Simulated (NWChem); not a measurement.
Molecule: BeHBr; SMILES [BeH][Br]

```xyz
3

Be     0.0000     0.0000    -1.6820
H      0.0000     0.0000    -3.0054
Br     0.0000     0.0000     0.2781
```
Atoms are numbered in this order, from 1.

All runs: NWChem. Geometry: optimised at B3LYP/6-31G* (spherical d).

**Question.** Predict the results for B3LYP/def2-SVP. Quantities: highest occupied level (eV); orbital gap (eV); dipole (D).

**Answer.** The highest occupied level (eV) is -8.63 and the orbital gap (eV) comes out as 7.79. The dipole (D) is 0.15.
